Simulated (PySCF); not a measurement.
Compound: C7H4ClO (doublet state).
Numbering: `[O:1]=[C:2][c:3]1[cH:4][cH:5][cH:6][c:7]([Cl:8])[cH:9]1` (hydrogens: H10 on C4; H11 on C5; H12 on C6; H13 on C9)

Cartesian coordinates in Å at the PBE0-D3(BJ)/def2-SVP level; atoms count from 1:
```
atom  x, y, z in Å
O1    -3.4410   -1.0836    0.0770
C2    -2.3341   -0.7267    0.0519
C3    -1.0440   -0.3079    0.0091
C4    -0.7300    1.0747   -0.2512
C5     0.5884    1.4706   -0.2889
C6     1.6431    0.5668   -0.0801
C7     1.3299   -0.7786    0.1744
Cl8    2.6250   -1.9019    0.4331
C9     0.0322   -1.2405    0.2255
H10   -1.5355    1.7912   -0.4159
H11    0.8187    2.5201   -0.4878
H12    2.6839    0.8876   -0.1122
H13   -0.1724   -2.2919    0.4253
```

The hyperfine couplings belong to this conformer and change with its torsions.

Theory: UKS B3LYP, IGLO-III on C Cl O, pcH-1 on H, non-relativistic, mean-field spin-orbit, GIAO in PySCF. Geometry: PBE0-D3(BJ)/def2-SVP; no solvent, vibrations or thermal averaging. Stability of the SCF solution: not tested. ⟨S²⟩ is 0.778 where a pure state has 0.75.

Principal values of hyperfine tensors in MHz (contact, dipolar and spin–orbit terms together), for some of the nuclei:

| atom | isotope | A1 | A2 | A3 |
| --- | --- | --- | --- | --- |
| C6 | 13C | 2.49 | 4.27 | 86.44 |
| C3 | 13C | -36.36 | -28.95 | -26.73 |
| C7 | 13C | -47.76 | -21.40 | -19.43 |
| C9 | 13C | 2.19 | 2.48 | 69.83 |
| C5 | 13C | -40.67 | -17.10 | -14.68 |
| C4 | 13C | 2.19 | 2.53 | 66.78 |
| C2 | 13C | -13.08 | -12.63 | 86.08 |
| H13 | 1H | -28.64 | -21.23 | -8.85 |

Q: Split each tensor into its isotropic and traceless parts, and turn a_iso into mT with g = 2.0004.

A: a_iso is a third of the trace, T = A − a_iso, and a(mT) = a(MHz)/(g × 13.996). The tensors hold a spin–orbit part: the run splits a_iso into a_FC + a_SO, and T includes its anisotropic share.

```json
{"atom": "C6", "a_iso (MHz)": "31.07", "a_FC": "31.13", "a_SO": "-0.06", "a_iso (mT)": "1.110", "T1": "-28.58", "T2": "-26.80", "T3": "55.37"}
{"atom": "C3", "a_iso (MHz)": "-30.68", "a_FC": "-30.69", "a_SO": "0.01", "a_iso (mT)": "-1.096", "T1": "-5.68", "T2": "1.73", "T3": "3.95"}
{"atom": "C7", "a_iso (MHz)": "-29.53", "a_FC": "-29.48", "a_SO": "-0.05", "a_iso (mT)": "-1.055", "T1": "-18.23", "T2": "8.13", "T3": "10.10"}
{"atom": "C9", "a_iso (MHz)": "24.84", "a_FC": "24.83", "a_SO": "0.00", "a_iso (mT)": "0.887", "T1": "-22.64", "T2": "-22.35", "T3": "45.00"}
{"atom": "C5", "a_iso (MHz)": "-24.15", "a_FC": "-24.17", "a_SO": "0.02", "a_iso (mT)": "-0.862", "T1": "-16.52", "T2": "7.05", "T3": "9.47"}
{"atom": "C4", "a_iso (MHz)": "23.83", "a_FC": "23.82", "a_SO": "0.01", "a_iso (mT)": "0.851", "T1": "-21.64", "T2": "-21.31", "T3": "42.95"}
{"atom": "C2", "a_iso (MHz)": "20.12", "a_FC": "20.64", "a_SO": "-0.52", "a_iso (mT)": "0.719", "T1": "-33.20", "T2": "-32.75", "T3": "65.96"}
{"atom": "H13", "a_iso (MHz)": "-19.57", "a_FC": "-19.58", "a_SO": "0.01", "a_iso (mT)": "-0.699", "T1": "-9.07", "T2": "-1.65", "T3": "10.72"}
```

Q: What spin density at the nucleus of C4 lies behind its contact coupling (g_N = 1.40482)?

A: a_FC = (2μ0/3) gₑ μB g_N μN ρ(0)/(2S·h) = 800.24 MHz × g_N × ρ(0)/(2S), with ρ in bohr⁻³. With a_FC = 23.82 MHz and 2S = 1, ρ(0) = 0.02119 bohr⁻³.

Q: H12 (1H, g_N = 5.58569) isn't in the table. Its spin density at the nucleus is -0.005649 bohr⁻³. What is its contact coupling?

A: By the same relation, a_FC = -25.3 MHz. Its full tensor has the principal values -39.47, -24.94, -11.33 MHz.

Q: Which nucleus of the table has the largest anisotropic coupling, and what is its form?

A: C2: -33.2, -32.8, 66.0 MHz (the dipolar term alone has -33.8, -31.7, 65.4), axial, in the ratio −1:−1:+2, the form that spin in one p orbital centred on that nucleus gives.

Q: What first-order splitting does C7 cause when the field lies along A1, A2 or A3 of its tensor (g taken as isotropic, no quadrupole term)?

A: 2 lines (I = 1/2), spaced by |A_i|/(g × 13.996): 1.71, 0.76, 0.69 mT along the axes of A1, A2 and A3.
